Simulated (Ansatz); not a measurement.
Species: HO3, net charge 0, doublet state. It need not be the lowest isomer of its formula. SMILES: O([O])O
Coordinates optimised at B3LYP-D3(BJ)/def2-TZVP (Ansatz, a quantum-chemistry and plane-wave program):
```xyz
4

O      0.2900     0.1010    -1.1274
O      0.3292     0.0866     0.4185
H      1.2118     0.3656    -1.2899
O     -0.7707    -0.2333     0.8701
```
Charge 0, spin multiplicity 2.

Question: Give the harmonic wavenumbers at B3LYP-D3(BJ)/def2-TZVP (Ansatz, finite differences of forces, unscaled).

Answer: 185, 461, 663, 1233, 1382, 3715 cm⁻¹. Zero-point energy 10.9 kcal/mol.

Question: From these and the geometry, give the ideal-gas thermochemistry at 298.15 K and 1 atm (rigid rotor, harmonic oscillator).

Answer: Point group Cs, rotational symmetry number 1. Rotational constants 74.95, 11.11, 9.679 GHz. S(trans) 37.59, S(rot) 21.22, S(vib) 3.45, S(elec, spin only) 1.38, S 63.6 cal/(mol K). H(298) - H(0) 2.99 kcal/mol; G - E(el) -5.1 kcal/mol.
